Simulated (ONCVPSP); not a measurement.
Pseudopotential generation for La (Z = 57): ONCV, BLYP, fully relativistic.

Input for ONCVPSP 4.0.1:

```
# ATOM AND REFERENCE CONFIGURATION
# atsym  z   nc   nv     iexc    psfile
  La 57.00    9    5  -106131      upf
#
#   n    l    f
    1    0    2.00
    2    0    2.00
    2    1    6.00
    3    0    2.00
    3    1    6.00
    3    2   10.00
    4    0    2.00
    4    1    6.00
    4    2   10.00
    5    0    2.00
    5    1    6.00
    5    2    1.00
    6    0    1.50
    6    1    0.50
#
# PSEUDOPOTENTIAL AND OPTIMIZATION
# lmax
    3
#
#   l,   rc,      ep,       ncon, nbas, qcut
    0    3.00    0.00    3    7    5.20
    1    2.90    0.00    4    7    4.40
    2    4.00    0.00    4    9    4.20
    3    3.35    0.05    5    8    3.90
#
# LOCAL POTENTIAL
# lloc, lpopt,  rc(5),   dvloc0
    4    5    2.85    6.00
#
# VANDERBILT-KLEINMAN-BYLANDER PROJECTORs
# l, nproj, debl
    0    2    2.80
    1    2    2.10
    2    2    2.60
    3    2    1.00
#
# MODEL CORE CHARGE
# icmod, fcfact, rcfact
    0    0.00    0.00
#
# LOG DERIVATIVE ANALYSIS
# epsh1, epsh2, depsh
   -3.00    5.00    0.02
#
# OUTPUT GRID
# rlmax, drl
    6.00    0.01
#
# TEST CONFIGURATIONS
# ncnf
    4
# nvcnf
#   n    l    f
    5
    5    0    2.00
    5    1    6.00
    5    2    1.00
    6    0    2.00
    6    1    0.00
#
    5
    5    0    2.00
    5    1    6.00
    5    2    1.00
    6    0    1.00
    6    1    0.00
#
    5
    5    0    2.00
    5    1    6.00
    5    2    1.00
    6    0    0.00
    6    1    0.00
#
    5
    5    0    1.00
    5    1    6.00
    5    2    1.00
    6    0    2.00
    6    1    0.00
#
```

Command:

```bash
oncvpspr.x < La.dat > La.out
```

Resulting log (shortened: citation, most of the input echo, consistency checks and plot data are left out):

```
ONCVPSP  (Optimized Norm-Conservinng Vanderbilt PSeudopotential)
relativistic version 4.0.1

#   n    l    f        energy (Ha)
    1    0    2.00    -1.4231298D+03
    2    0    2.00    -2.2646698D+02
    2    1    6.00    -1.9840151D+02    -2.1359042D+02
    3    0    2.00    -4.8439165D+01
    3    1    6.00    -4.0051508D+01    -4.3011007D+01
    3    2   10.00    -2.9908069D+01    -3.0541313D+01
    4    0    2.00    -9.7860931D+00
    4    1    6.00    -7.1588492D+00    -7.7895768D+00
    4    2   10.00    -3.7771615D+00    -3.8865838D+00
    5    0    2.00    -1.4413118D+00
    5    1    6.00    -8.0556414D-01    -8.9848486D-01
    5    2    1.00    -1.2057311D-01    -1.2762852D-01
    6    0    1.50    -1.4160299D-01
    6    1    0.50    -5.1447410D-02    -5.7982894D-02

Reference configufation results
  iterations    30
  all-electron total energy (Ha)   -8.49819935D+03

Begin loop to  construct optimized pseudo wave functions
and semi-local pseudopoentials for all angular momenta

Calculating optimized projector #   1

 for l=   0

    Fraction of norm inside rc  0.988932
    Optimizing pswf for qcut=   5.19 a_B^-1,  ecut=  13.49 Ha
    Residual kinetic energy error=  6.84D-09 Ha

    Energy error per electron        Cutoff
         Ha          eV             Ha
         0.01000     0.27211        3.81
         0.00100     0.02721        6.87
         0.00010     0.00272        8.74
         0.00001     0.00027       10.27

Calculating optimized projector #   2

 for l=   0

    Fraction of norm inside rc  0.165236
    Optimizing pswf for qcut=   5.19 a_B^-1,  ecut=  13.49 Ha
    Residual kinetic energy error=  7.63D-09 Ha

    Energy error per electron        Cutoff
         Ha          eV             Ha
         0.01000     0.27211        1.89
         0.00100     0.02721        6.28
         0.00010     0.00272        8.41
         0.00001     0.00027       10.13

Calculating optimized projector #   1

 for l=   1

    Fraction of norm inside rc  0.938661
    Optimizing pswf for qcut=   4.41 a_B^-1,  ecut=   9.70 Ha
    Residual kinetic energy error=  2.36D-07 Ha

    Energy error per electron        Cutoff
         Ha          eV             Ha
         0.01000     0.27211        3.71
         0.00100     0.02721        4.96
         0.00010     0.00272        6.04
         0.00001     0.00027        6.85

Calculating optimized projector #   2

 for l=   1

    Fraction of norm inside rc  0.041912
    Optimizing pswf for qcut=   4.41 a_B^-1,  ecut=   9.70 Ha
    Residual kinetic energy error=  1.02D-06 Ha

    Energy error per electron        Cutoff
         Ha          eV             Ha
         0.01000     0.27211        2.45
         0.00100     0.02721        3.77
         0.00010     0.00272        4.94
         0.00001     0.00027        5.99

Calculating optimized projector #   1

 for l=   1

    Fraction of norm inside rc  0.954634
    Optimizing pswf for qcut=   4.41 a_B^-1,  ecut=   9.70 Ha
    Residual kinetic energy error=  4.80D-08 Ha

    Energy error per electron        Cutoff
         Ha          eV             Ha
         0.01000     0.27211        4.21
         0.00100     0.02721        5.60
         0.00010     0.00272        6.77
         0.00001     0.00027        7.83

Calculating optimized projector #   2

 for l=   1

    Fraction of norm inside rc  0.050072
    Optimizing pswf for qcut=   4.41 a_B^-1,  ecut=   9.70 Ha
    Residual kinetic energy error=  8.55D-07 Ha

    Energy error per electron        Cutoff
         Ha          eV             Ha
         0.01000     0.27211        2.79
         0.00100     0.02721        4.29
         0.00010     0.00272        5.43
         0.00001     0.00027        6.73

   Wellstate for l =  2  n =  9 kap= -3
     eigenvalue =   2.4794
     asymptotic potential =   2.9794
     half-point radius =  6.5644

Calculating optimized projector #   1

 for l=   2

    Fraction of norm inside rc  0.813717
    Optimizing pswf for qcut=   4.20 a_B^-1,  ecut=   8.82 Ha
    Residual kinetic energy error=  1.41D-08 Ha

    Energy error per electron        Cutoff
         Ha          eV             Ha
         0.01000     0.27211        3.66
         0.00100     0.02721        4.97
         0.00010     0.00272        6.14
         0.00001     0.00027        6.88

Calculating optimized projector #   2

 for l=   2

    Fraction of norm inside rc  0.240191
    Optimizing pswf for qcut=   4.20 a_B^-1,  ecut=   8.82 Ha
    Residual kinetic energy error=  2.32D-05 Ha

    Energy error per electron        Cutoff
         Ha          eV             Ha
         0.01000     0.27211        5.90
         0.00100     0.02721        7.26
         0.00010     0.00272        8.67
         0.00001     0.00027       10.40

   Wellstate for l =  2  n =  9 kap=  2
     eigenvalue =   2.4724

Calculating optimized projector #   1

 for l=   2

    Fraction of norm inside rc  0.827726
    Optimizing pswf for qcut=   4.20 a_B^-1,  ecut=   8.82 Ha
    Residual kinetic energy error=  1.65D-08 Ha

    Energy error per electron        Cutoff
         Ha          eV             Ha
         0.01000     0.27211        3.73
         0.00100     0.02721        5.04
         0.00010     0.00272        6.19
         0.00001     0.00027        6.93

Calculating optimized projector #   2

 for l=   2

    Fraction of norm inside rc  0.242623
    Optimizing pswf for qcut=   4.20 a_B^-1,  ecut=   8.82 Ha
    Residual kinetic energy error=  2.54D-05 Ha

    Energy error per electron        Cutoff
         Ha          eV             Ha
         0.01000     0.27211        5.96
         0.00100     0.02721        7.30
         0.00010     0.00272        8.72
         0.00001     0.00027       10.75

WARNING wellstate: localized bound state found for n= 4 l= 3
WARNING this state with energy -0.16775578
WARNING will be used for the first projector

   Wellstate for l =  3  n =  6 kap= -4
     eigenvalue =   0.8322
     asymptotic potential =   1.3322
     half-point radius =  6.2298

Calculating optimized projector #   1

 for l=   3

    Fraction of norm inside rc  0.985381
    Optimizing pswf for qcut=   3.90 a_B^-1,  ecut=   7.62 Ha
    Residual kinetic energy error=  4.44D-02 Ha

    Energy error per electron        Cutoff
         Ha          eV             Ha
         0.01000     0.27211       16.67
         0.00100     0.02721       22.26
         0.00010     0.00272       25.40
         0.00001     0.00027       30.36

Calculating optimized projector #   2

 for l=   3

    Fraction of norm inside rc  0.374325
    Optimizing pswf for qcut=   3.90 a_B^-1,  ecut=   7.62 Ha
    Residual kinetic energy error=  1.72D-01 Ha

    Energy error per electron        Cutoff
         Ha          eV             Ha
         0.01000     0.27211       23.75
         0.00100     0.02721       28.78
         0.00010     0.00272       31.67
         0.00001     0.00027       36.83

   Wellstate for l =  3  n =  4 kap=  3
     eigenvalue =   0.0500

   Wellstate for l =  3  n =  6 kap=  3
     eigenvalue =   0.8221

Calculating optimized projector #   1

 for l=   3

    Fraction of norm inside rc  0.986505
    Optimizing pswf for qcut=   3.90 a_B^-1,  ecut=   7.62 Ha
    Residual kinetic energy error=  4.50D-02 Ha

    Energy error per electron        Cutoff
         Ha          eV             Ha
         0.01000     0.27211       16.83
         0.00100     0.02721       22.28
         0.00010     0.00272       25.42
         0.00001     0.00027       30.41

Calculating optimized projector #   2

 for l=   3

    Fraction of norm inside rc  0.375193
    Optimizing pswf for qcut=   3.90 a_B^-1,  ecut=   7.62 Ha
    Residual kinetic energy error=  1.75D-01 Ha

    Energy error per electron        Cutoff
         Ha          eV             Ha
         0.01000     0.27211       23.84
         0.00100     0.02721       28.81
         0.00010     0.00272       31.70
         0.00001     0.00027       36.87

Construct Vanderbilt / Kleinmman-Bylander projectors

B matrix Hermiticity error, ll=  0  kap= -1
   1   2    8.7435D-05

  Orthonormal projector coefficients -4.9967E+00 -1.6934E+00

B matrix Hermiticity error, ll=  1  kap= -2
   1   2    2.9698D-05

  Orthonormal projector coefficients -4.9844E+00 -1.5611E+00

B matrix Hermiticity error, ll=  1  kap=  1
   1   2    3.6127D-05

  Orthonormal projector coefficients -5.2502E+00 -1.6975E+00

B matrix Hermiticity error, ll=  2  kap= -3
   1   2   -9.2736D-05

  Orthonormal projector coefficients -4.6996E+00 -1.8123E+00

B matrix Hermiticity error, ll=  2  kap=  2
   1   2   -9.5761D-05

  Orthonormal projector coefficients -4.7359E+00 -1.8281E+00

B matrix Hermiticity error, ll=  3  kap= -4
   1   2   -9.7135D-05

  Orthonormal projector coefficients -7.8245E+00 -3.9753E+00

B matrix Hermiticity error, ll=  3  kap=  3
   1   2   -9.8549D-05

  Orthonormal projector coefficients -7.8371E+00 -3.9935E+00

 Orthonormal scalar projector coefficients, l =  1
 -5.0709E+00 -1.6067E+00 -2.0013E-03 -1.9821E-06

 Orthonormal spin-orbit projector coefficients, l =  1
  2.8122E-01 -4.3163E-02  3.0390E-02 -3.5045E-04

 Orthonormal scalar projector coefficients, l =  2
 -4.7141E+00 -1.8186E+00 -1.9513E-05 -2.2972E-07

 Orthonormal spin-orbit projector coefficients, l =  2
  1.6171E-02  7.4749E-03 -2.7518E-03 -5.1349E-05

 Orthonormal scalar projector coefficients, l =  3
 -7.8299E+00 -3.9831E+00 -1.3667E-06 -2.7717E-07

 Orthonormal spin-orbit projector coefficients, l =  3
  5.7448E-03  3.6318E-03 -4.2859E-04 -1.4680E-04

Pseudoatom total energy  -31.826748

Diagnostic tests using Vanderbilt-Kleinman-Bylander pseudopotentials
  relativistic with J = L +/- 1/2 projectors

   l  kap   rcore       rmatch      e in        delta e    norm test   slope test

   0  -1   3.0157273   3.1072913  -1.4413118   0.0000001   1.0001523   1.0001415
   0  -1   3.0157273   3.1072913  -0.1416030   0.0000009   1.0000130   0.9999967

   1  -2   2.9094050   2.9977408  -0.8055641  -0.0000002   1.0000875   1.0000883
   1   1   2.9094050   2.9977408  -0.8984849   0.0000001   1.0001001   1.0000970
   1  -2   2.9094050   2.9977408  -0.0514474   0.0000003   1.0000131   1.0000109
   1   1   2.9094050   2.9977408  -0.0579829   0.0000011   1.0000190   1.0000170

   2  -3   4.0187884   4.1408075  -0.1205731  -0.0000002   1.0000231   1.0000273
   2   2   4.0187884   4.1408075  -0.1276285  -0.0000000   1.0000252   1.0000244
   2  -3   4.0187884   4.1408075   2.4794269   0.0000253   1.0000496   1.0000496
   2   2   4.0187884   4.1408075   2.4735428   0.0000251   1.0000498   1.0000498

   3  -4   3.3585801   3.4605539  -0.1677558  -0.0000001   1.0002030   1.0002081
   3   3   3.3585801   3.4605539  -0.1778991  -0.0000001   1.0002107   1.0002095
   3  -4   3.3585801   3.4605539   0.8322442   0.0000023   1.0000384   1.0000384
   3   3   3.3585801   3.4605539   0.8307160   0.0000024   1.0000386   1.0000386

Diagnostic tests using Vanderbilt-Kleinman-Bylander pseudopotentials
  relativistic with scalar and spin-orbit non-local projectors

   l  kap   rcore       rmatch      e in        delta e    norm test   slope test

   0  -1   3.0157273   3.1072913  -1.4413118   0.0000001   1.0001523   1.0001415
   0  -1   3.0157273   3.1072913  -0.1416030   0.0000009   1.0000130   0.9999967

   1  -2   2.9094050   2.9977408  -0.8055641   0.0000437   1.0001404   1.0001823
   1   1   2.9094050   2.9977408  -0.8984849   0.0000410   1.0001605   1.0001903
   1  -2   2.9094050   2.9977408  -0.0514474   0.0000011   1.0000348   1.0000069
   1   1   2.9094050   2.9977408  -0.0579829   0.0000027   1.0000550   1.0000060

   2  -3   4.0187884   4.1408075  -0.1205731  -0.0000000   1.0000218   1.0000271
   2   2   4.0187884   4.1408075  -0.1276285   0.0000002   1.0000238   1.0000240
   2  -3   4.0187884   4.1408075   2.4794269   0.0000301   1.0000474   1.0000474
   2   2   4.0187884   4.1408075   2.4735428   0.0000299   1.0000477   1.0000477

   3  -4   3.3585801   3.4605539  -0.1677558  -0.0000000   1.0002036   1.0002089
   3   3   3.3585801   3.4605539  -0.1778991   0.0000000   1.0002113   1.0002102
   3  -4   3.3585801   3.4605539   0.8322442   0.0000026   1.0000383   1.0000383
   3   3   3.3585801   3.4605539   0.8307160   0.0000027   1.0000385   1.0000385

Ghost test for J = L + 1/2

 Testing for bound ghosts
   n   l    E NL Schr. Eq   E Basis Diag.   E Cutoff

   1   0       -1.441312       -1.441281     21.10
   2   0       -0.141602       -0.137307     21.10

   2   1       -0.805564       -0.805537     26.54
   3   1       -0.051447       -0.025643     26.54

   3   2       -0.120573       -0.120487     27.48

       3                       -0.167557     34.61  WARNING - GHOST(-)

 Testing for highly-localized positive-energy ghosts
       l    <radius>/rc     E Basis Diag.   E Cutoff

Ghost test for J = L - 1/2

 Testing for bound ghosts
   n   l    E NL Schr. Eq   E Basis Diag.   E Cutoff

   1   0       -1.441312       -1.441281     21.10
   2   0       -0.141602       -0.137307     21.10

   2   1       -0.898485       -0.898453     26.54
   3   1       -0.057982       -0.036368     26.54

   3   2       -0.127629       -0.127550     27.48

       3                       -0.177699     34.61  WARNING - GHOST(-)

 Testing for highly-localized positive-energy ghosts
       l    <radius>/rc     E Basis Diag.   E Cutoff

Test configuration 0

   n   l kap    f        eae           eps        diff
   1   0  -1  2.0000-1423.12979955
   2   0  -1  2.0000 -226.46698255
   2   1  -2  4.0000 -198.40151419
   2   1   1  2.0000 -213.59042220
   3   0  -1  2.0000  -48.43916503
   3   1  -2  4.0000  -40.05150837
   3   1   1  2.0000  -43.01100686
   3   2  -3  6.0000  -29.90806904
   3   2   2  4.0000  -30.54131346
   4   0  -1  2.0000   -9.78609311
   4   1  -2  4.0000   -7.15884918
   4   1   1  2.0000   -7.78957676
   4   2  -3  6.0000   -3.77716151
   4   2   2  4.0000   -3.88658384
   5   0  -1  2.0000   -1.44131175   -1.44131168    6.93E-08
   5   1  -2  4.0000   -0.80556414   -0.80556437   -2.33E-07
   5   1   1  2.0000   -0.89848486   -0.89848481    5.15E-08
   5   2  -3  0.6000   -0.12057311   -0.12057332   -2.08E-07
   5   2   2  0.4000   -0.12762852   -0.12762853   -1.80E-08
   6   0  -1  1.5000   -0.14160299   -0.14160212    8.69E-07
   6   1  -2  0.3333   -0.05144741   -0.05144707    3.38E-07
   6   1   1  0.1667   -0.05798289   -0.05798184    1.05E-06

    Total energies and differences
      AE_ref= -8.49819935E+03  AE_tst= -8.49819935E+03  dif=  0.00E+00
      PS_ref= -3.18267483E+01  PS_tst= -3.18267483E+01  dif=  9.67E-12
      PSP excitation error= -9.67E-12

Test configuration 1

   n   l kap    f        eae           eps        diff
   1   0  -1  2.0000-1423.10844235
   2   0  -1  2.0000 -226.44576380
   2   1  -2  4.0000 -198.38030914
   2   1   1  2.0000 -213.56921659
   3   0  -1  2.0000  -48.41788700
   3   1  -2  4.0000  -40.03023331
   3   1   1  2.0000  -42.98973160
   3   2  -3  6.0000  -29.88680070
   3   2   2  4.0000  -30.52004583
   4   0  -1  2.0000   -9.76485828
   4   1  -2  4.0000   -7.13763621
   4   1   1  2.0000   -7.76835385
   4   2  -3  6.0000   -3.75599138
   4   2   2  4.0000   -3.86540938
   5   0  -1  2.0000   -1.42046425   -1.42026946    1.95E-04
   5   1  -2  4.0000   -0.78506995   -0.78495935    1.11E-04
   5   1   1  2.0000   -0.87786884   -0.87773039    1.38E-04
   5   2  -3  0.6000   -0.10365437   -0.10367785   -2.35E-05
   5   2   2  0.4000   -0.11049858   -0.11052310   -2.45E-05
   6   0  -1  2.0000   -0.12935400   -0.12934086    1.31E-05
   6   1  -2  0.0000   -0.04230453   -0.04230453    0.00E+00
   6   1   1  0.0000   -0.04841125   -0.04841125    0.00E+00

    Total energies and differences
      AE_ref= -8.49819935E+03  AE_tst= -8.49824259E+03  dif= -4.32E-02
      PS_ref= -3.18267483E+01  PS_tst= -3.18699828E+01  dif= -4.32E-02
      PSP excitation error= -1.67E-06

Test configuration 2

   n   l kap    f        eae           eps        diff
   1   0  -1  2.0000-1423.32659800
   2   0  -1  2.0000 -226.66309894
   2   1  -2  4.0000 -198.59766630
   2   1   1  2.0000 -213.78660314
   3   0  -1  2.0000  -48.63519223
   3   1  -2  4.0000  -40.24753515
   3   1   1  2.0000  -43.20704277
   3   2  -3  6.0000  -30.10407808
   3   2   2  4.0000  -30.73732407
   4   0  -1  2.0000   -9.98183422
   4   1  -2  4.0000   -7.35453312
   4   1   1  2.0000   -7.98529047
   4   2  -3  6.0000   -3.97272317
   4   2   2  4.0000   -4.08215910
   5   0  -1  2.0000   -1.63557236   -1.63618303   -6.11E-04
   5   1  -2  4.0000   -0.99904490   -0.99937300   -3.28E-04
   5   1   1  2.0000   -1.09223345   -1.09260835   -3.75E-04
   5   2  -3  0.6000   -0.30411912   -0.30412525   -6.13E-06
   5   2   2  0.4000   -0.31185260   -0.31185864   -6.04E-06
   6   0  -1  1.0000   -0.30596871   -0.30602565   -5.69E-05
   6   1  -2  0.0000   -0.19399135   -0.19399135    0.00E+00
   6   1   1  0.0000   -0.20425599   -0.20425599    0.00E+00

    Total energies and differences
      AE_ref= -8.49819935E+03  AE_tst= -8.49802691E+03  dif=  1.72E-01
      PS_ref= -3.18267483E+01  PS_tst= -3.16542861E+01  dif=  1.72E-01
      PSP excitation error= -1.58E-05

Test configuration 3

   n   l kap    f        eae           eps        diff
   1   0  -1  2.0000-1423.58327665
   2   0  -1  2.0000 -226.91861307
   2   1  -2  4.0000 -198.85320754
   2   1   1  2.0000 -214.04218614
   3   0  -1  2.0000  -48.89052727
   3   1  -2  4.0000  -40.50286198
   3   1   1  2.0000  -43.46239279
   3   2  -3  6.0000  -30.35939644
   3   2   2  4.0000  -30.99264678
   4   0  -1  2.0000  -10.23637192
   4   1  -2  4.0000   -7.60890839
   4   1   1  2.0000   -8.23974971
   4   2  -3  6.0000   -4.22678544
   4   2   2  4.0000   -4.33625736
   5   0  -1  2.0000   -1.88585343   -1.88757938   -1.73E-03
   5   1  -2  4.0000   -1.24657513   -1.24752207   -9.47E-04
   5   1   1  2.0000   -1.34065911   -1.34175146   -1.09E-03
   5   2  -3  0.6000   -0.53318792   -0.53302313    1.65E-04
   5   2   2  0.4000   -0.54192378   -0.54173979    1.84E-04
   6   0  -1  0.0000   -0.50200772   -0.50200772    0.00E+00
   6   1  -2  0.0000   -0.36523693   -0.36523693    0.00E+00
   6   1   1  0.0000   -0.37985122   -0.37985122    0.00E+00

    Total energies and differences
      AE_ref= -8.49819935E+03  AE_tst= -8.49762417E+03  dif=  5.75E-01
      PS_ref= -3.18267483E+01  PS_tst= -3.12514185E+01  dif=  5.75E-01
      PSP excitation error= -1.48E-04

Test configuration 4

   n   l kap    f        eae           eps        diff
   1   0  -1  2.0000-1423.57549257
   2   0  -1  2.0000 -226.90577117
   2   1  -2  4.0000 -198.84047557
   2   1   1  2.0000 -214.02964154
   3   0  -1  2.0000  -48.87577742
   3   1  -2  4.0000  -40.48805205
   3   1   1  2.0000  -43.44776476
   3   2  -3  6.0000  -30.34475492
   3   2   2  4.0000  -30.97805035
   4   0  -1  2.0000  -10.21481400
   4   1  -2  4.0000   -7.58604672
   4   1   1  2.0000   -8.21758626
   4   2  -3  6.0000   -4.20103679
   4   2   2  4.0000   -4.31086083
   5   0  -1  1.0000   -1.80683280   -1.82106640   -1.42E-02
   5   1  -2  4.0000   -1.14765379   -1.15513645   -7.48E-03
   5   1   1  2.0000   -1.24748075   -1.25573177   -8.25E-03
   5   2  -3  0.6000   -0.39730957   -0.39466798    2.64E-03
   5   2   2  0.4000   -0.40722756   -0.40434706    2.88E-03
   6   0  -1  2.0000   -0.35092087   -0.35182148   -9.01E-04
   6   1  -2  0.0000   -0.22231138   -0.22231138    0.00E+00
   6   1   1  0.0000   -0.23496487   -0.23496487    0.00E+00

    Total energies and differences
      AE_ref= -8.49819935E+03  AE_tst= -8.49663393E+03  dif=  1.57E+00
      PS_ref= -3.18267483E+01  PS_tst= -3.02545912E+01  dif=  1.57E+00
      PSP excitation error= -6.73E-03
```

The run took about 9.8 s on one core of a shared server CPU.
